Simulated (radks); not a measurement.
Results of a calculation; reference values are marked as such.
All-electron atom: Ru13+ in [Ar] 3d10 4s2 4p1 (the NIST ground configuration). Level of theory: Dirac Kohn-Sham, PBE, spin-unpolarised, spherical densities, point nucleus; open shells are shared between the two j in proportion to 2j + 1 (a radial shooting solver on a logarithmic mesh with Libxc functionals).

Normalised radial functions P(r) = r R(r) (large component), r in bohr:

```
   r/bohr * 3p1/2 (the largest magnitude, 1.72, reaches the edge; | marks zero)
 0.002731                             *
 0.003528                             *
 0.004521                             *
 0.005793                             |*
 0.007483                             |*
 0.009589                             | *
  0.01229                             | *
  0.01575                             |  *
  0.02034                             |    *
  0.02607                             |      *
   0.0334                             |        *
   0.0428                             |           *
  0.05529                             |             *
  0.07085                             |              *
   0.0908                             |             *
   0.1164                             |         *
   0.1503                             |*
   0.1926                   *         |
   0.2468        *                    |
   0.3188  *                          |
   0.4086   *                         |
   0.5236          *                  |
   0.6709                  *          |
   0.8667                         *   |
    1.111                            *|
    1.423                             *
    1.824                             *
    2.356                             *
    3.019                             *
```

3p1/2: eigenvalue -737.50 eV, 1 radial node at r = 0.154 bohr, <r> = 0.392 bohr, 90 % of the charge inside 0.591 bohr.
